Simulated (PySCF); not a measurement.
# Spinor energies of Nd(43+) (neodymium, charge +43)

Start: [Ne] 3s2 3p5; 3p1/2 filled at m_j = +1/2; 3p3/2 filled at m_j = -3/2, -1/2, +1/2, +3/2. Calculated with PySCF 2.14 in an even-tempered Gaussian basis (18 s from 9.8 bohr⁻², ratio 2.4; 14 p from 13 bohr⁻², ratio 2.4; 4 d from 48 bohr⁻², ratio 2.6; 4 f from 72 bohr⁻², ratio 2.6): generalised Hartree-Fock with the X2C-1e Hamiltonian and a Gaussian nucleus; one run each with spin-orbit coupling (SO) screened by Boettger's factors, then bare. This is a chosen level, not necessarily the ground level.

| spinor shell | electrons | ε, screened SO (eV) | ε, bare SO (eV) | weight of nominal j (bare SO) | rms radius, bare SO (bohr) |
| --- | --- | --- | --- | --- | --- |
| 1s1/2 | 2 | -46443.8 | -46443.5 | 1.000 | 0.0269 |
| 2s1/2 | 2 | -9757.8 | -9757.8 | 1.000 | 0.108 |
| 2p1/2 | 2 | -9374.7 | -9389.1 | 1.000 | 0.0923 |
| 2p3/2 | 4 | -8845.7 | -8840.4 | 1.000 | 0.0980 |
| 3s1/2 | 2 | -3750.6 | -3750.6 | 1.000 | 0.261 |
| 3p1/2 | 1 | -3608.6 | -3612.2 | 1.000 | 0.250 |
| 3p3/2 | 4 | -3470.4 | -3469.1 | 1.000 | 0.260 |

```json
{"quantity": "E (hartree)", "screened SO": "-7980.43828", "bare SO": "-7980.65951"}
{"quantity": "M_J", "screened SO": "1/2", "bare SO": "1/2"}
{"quantity": "⟨J²⟩", "screened SO": "0.751", "bare SO": "0.751"}
{"quantity": "⟨L²⟩", "screened SO": "2.017", "bare SO": "2.018"}
{"quantity": "⟨S²⟩", "screened SO": "0.766", "bare SO": "0.767"}
```

Each row is a mean over spinors that exchange with the open shell spreads, by up to 15.017 eV (2p1/2).

Breit and QED terms are absent; they matter most for the inner s and p1/2 levels.

Densities and radii are taken from the X2C orbitals without a picture-change correction, which distorts them close to the nucleus.
